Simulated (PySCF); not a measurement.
Computed IR spectrum (relative IR intensity) of a molecule C4H4ClI. Geometry: PBE0-D3(BJ)/def2-SVP. The def2 effective core potentials stand for the cores of I; spin–orbit coupling is left out. The values are those of a single conformer. Computed with PBE0-D3(BJ)/def2-SVP (PySCF 2.14.0). Frequencies are harmonic and unscaled.

ν (cm⁻¹): 411 (w), 671 (m), 725 (vs), 739 (w), 793 (s), 959 (s), 969 (m), 1017 (m), 1127 (vs), 1416 (m), 1642 (w), 3257 (m) (against the strongest line: vs over 80 %, s over 45 %, m over 15 %, w over 4 %, vw less)

Question: Which molecule gave these data?
(A) C=C/C(Cl)=C\I
(B) C=C(Cl)/C=C\I
(C) Cl/C=C\C=C/I
(D) C=C(Cl)C(=C)I

Answer: A, C=C/C(Cl)=C\I
